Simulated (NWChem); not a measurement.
Molecule: CH$_{4}$Cl$_{2}$Sn; SMILES [CH3][SnH]([Cl])[Cl]

Results from NWChem. Structure relaxed at the PBE0/def2-SVP level. def2 effective core potentials on Sn; no spin-orbit coupling.

For level PBE/def2-SVP:

```yaml
orbital gap (eV): 5.13
```

Question: Estimate the same quantities for level LDA (Slater exchange, PW92)/def2-SVP.

Answer: The orbital gap (eV) is 4.99.
